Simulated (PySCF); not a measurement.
Method: delta-SCF UKS SCAN, pcX-2 on the ionised atom, pcseg-1 elsewhere, spin-free X2C in PySCF 2.14.0. Geometries: PBE0-D3(BJ)/def2-SVP; isolated species, one conformer each. Values against the vacuum level.

Question: Rank by computed C 1s binding energy, lowest first.
A. C4 in `[N:1]#[C:2]/[CH:3]=[CH:4]\[Cl:5]`
B. C7 in `[CH2:1]=[CH:2]/[CH:3]=[CH:4]/[C:5](=[CH2:6])[CH3:7]`
C. C4 in `[BH3-:1][N+:2]#[C:3][CH2:4][O:5][CH:6]([F:7])[F:8]`
D. C8 in `[CH3:1][O:2][C@@:3]12[CH:4]=[CH:5][C@@H:6]1[CH:7]=[C:8]2[F:9]`
E. C4 in `[F:1][c:2]1[cH:3][cH:4][s:5][cH:6]1`
F. C5 in `[SiH3:1][N:2]([SiH3:3])[C@@H:4]1[CH2:5][SiH2:6][NH:7][SiH2:8]1`

Answer: F (290.00 eV), B (290.71 eV), E (291.09 eV), D (292.57 eV), A (293.06 eV), C (295.11 eV).

From the lowest up, the atoms are bonded to: C, 2 H and Si (290.00); C and 3 H (290.71); S (aromatic in the SMILES), C (aromatic in the SMILES) and H (291.09); F, C (double bond) and C (292.57); Cl, C (double bond) and H (293.06); O, C and 2 H (295.11).
